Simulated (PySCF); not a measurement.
C2H6BF2N, SMILES NB(CF)CF. Geometry optimised at PBE-D3(BJ)/def2-SVP. This is a generated structure with no PubChem entry under its InChIKey; it may be hypothetical. The values are those of a single conformer.

Computed equilibrium geometry at PBE-D3(BJ)/def2-SVP (PySCF confirms it by a frequency run) as a Z-matrix, and its point group (one conformer of several):
point group C2v.
```
B
N 1 1.3914
H 2 1.0211 1 121.82
H 2 1.0211 3 116.36 1 180.00
C 1 1.5903 2 119.05 3 0.00
F 5 1.4018 1 111.43 2 0.00
H 5 1.1165 6 108.52 3 -122.74
H 5 1.1165 7 105.80 6 116.30
C 1 1.5903 2 119.05 3 180.00
F 9 1.4018 1 111.43 2 0.00
H 9 1.1165 10 108.52 4 -122.74
H 9 1.1165 11 105.80 10 116.30
```
Charge 0, spin multiplicity 1.
